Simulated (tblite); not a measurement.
Compound: C7H16OSi.
Numbering: `[CH3:1][CH2:2][O:3][C@@:4]1([SiH3:5])[CH2:6][C@@H:7]1[CH2:8][CH3:9]` (hydrogens: H10, H11, H12 on C1; H13, H14 on C2; H15, H16, H17 on Si5; H18, H19 on C6; H20 on C7; H21, H22 on C8; H23, H24, H25 on C9)

Geometry (GFN2-xTB, Å), atoms numbered from 1 in this order:
```
atom  x, y, z in Å
C1     2.9578    1.4921    0.9297
C2     1.6656    1.0551    0.2588
O3     1.5436   -0.3430    0.3924
C4     0.3491   -0.8642   -0.1517
Si5    0.3254   -0.9014   -2.0480
C6    -0.2080   -2.0282    0.6267
C7    -0.8909   -0.6983    0.6968
C8    -2.2543   -0.4813    0.0865
C9    -2.5390    1.0005   -0.1385
H10    3.8035    1.0012    0.4559
H11    3.0750    2.5692    0.8480
H12    2.9412    1.2119    1.9796
H13    1.6775    1.3311   -0.8079
H14    0.8034    1.5571    0.7251
H15    1.7076   -1.0470   -2.4980
H16   -0.4858   -2.0300   -2.5084
H17   -0.2470    0.3362   -2.5930
H18   -0.6843   -2.8246    0.0745
H19    0.3520   -2.3607    1.4875
H20   -0.7429   -0.1525    1.6239
H21   -2.3172   -1.0143   -0.8642
H22   -3.0148   -0.8970    0.7546
H23   -1.7884    1.4357   -0.7940
H24   -2.5233    1.5388    0.8070
H25   -3.5166    1.1378   -0.5943
```

Computed values, GFN2-xTB/tblite, gas phase, harmonic and unscaled. This tight-binding method is rough: wavenumbers can miss measured ones by several per cent, in bad cases by 10 to 20. Modes of hydrogen on silicon can be 10 to 20 % off. One conformer, not necessarily the lowest.

Harmonic wavenumbers (cm⁻¹): 50.0, 82.3, 86.1, 110.6, 118.1, 163.5, 186.5, 209.3, 214.2, 255.8, 325.3, 352.6, 395.1, 451.5, 464.4, 549.4, 571.8, 613.2, 781.5, 788.2, 803.3, 805.5, 838.7, 843.9, 873.3, 945.9, 954.6, 965.2, 1028.2, 1041.2, 1063.8, 1092.4, 1100.5, 1116.0, 1137.5, 1151.0, 1177.8, 1186.8, 1248.0, 1255.0, 1270.1, 1324.1, 1343.0, 1397.9, 1400.5, 1411.4, 1462.5, 1475.8, 1482.7, 1495.3, 1498.5, 1503.5, 1506.1, 2221.1, 2257.1, 2291.3, 2830.4, 2869.6, 2948.5, 2982.9, 3017.3, 3029.8, 3036.2, 3040.5, 3043.9, 3046.6, 3051.6, 3081.0, 3097.8.

A = 1581, B = 916.7, C = 804.8 MHz; mass 144.097 u (most abundant isotopes); point group C1, symmetry number 1.

Problem. What is the zero-point energy?

Solution. ½Σν̃ = 45908 cm⁻¹ = 549.18 kJ/mol.

Problem. Entropy at 273.15 K, 1 bar (ideal gas, RRHO, classical rotation)?

Solution. Translation 169.03, rotation 124.43, vibration 146.52: S = 440.0 J/(mol K).

Problem. And Cp and H(273.15 K) − H(0)?

Solution. Cp = 184.96 J/(mol K), of which vibrations give 151.70 (their classical limit is 69 R = 573.7); H(273.15 K) − H(0) = 30.46 kJ/mol without the zero-point energy, 21.37 from vibrations.

Problem. Blend soft modes into free rotors: weight 1/[1 + (100 cm⁻¹/ν̃)⁴] for the oscillator and the rest for a rotor with moment μB/(μ + B), μ = h/(8π²ν), B = 10⁻⁴⁴ kg m². What vibrational entropy results?

Solution. 136.96 J/(mol K) in place of 146.52, which changes −T·S at 273.15 K by +2.61 kJ/mol.

Problem. Which modes carry the vibrational entropy at 273.15 K?

Solution. 50.0 cm⁻¹: 19.43; 82.3 cm⁻¹: 15.33; 86.1 cm⁻¹: 14.96; 110.6 cm⁻¹: 12.92; 118.1 cm⁻¹: 12.39; 163.5 cm⁻¹: 9.81 J/(mol K); the other 63 give 61.67 together.

Hindered rotation and anharmonicity are outside this model. Other conformers, if any are populated, would add a mixing term that is left out. The structure is chiral; the term R ln 2 for an equal mix with its mirror image is left out.
